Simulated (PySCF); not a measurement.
C2H5BF2O, SMILES FB([C@@H](O)C)F.

Geometry: r2SCAN-D4/def2-SVP. The structure was generated by enumeration; whether it is a known compound was not checked. The values are those of a single conformer.

Two levels are set side by side: PBE/def2-TZVP (PySCF) and HF/def2-TZVP (PySCF). Same geometry, gas phase. Differences are taken from unrounded values.

```tsv
quantity	HF	PBE	PBE minus HF
orbital gap (eV)	15.43	5.59	-9.84
highest occupied level (eV)	-12.42	-6.54	5.88
lowest empty level (eV)	3.02	-0.94	-3.96
dipole moment (D)	3.08	2.67	-0.41
mean polarisability (bohr³)	38.2	44.1	5.9
```

Without exact exchange PBE keeps part of each electron's self-repulsion, which lifts occupied levels and narrows the gap. Loosely held outer electrons make PBE densities more polarisable. Differences between two approximate levels are no errors against the true value.

Rough cost on one machine, each run with all the roots and properties that it gave: HF against PBE about 1/4.
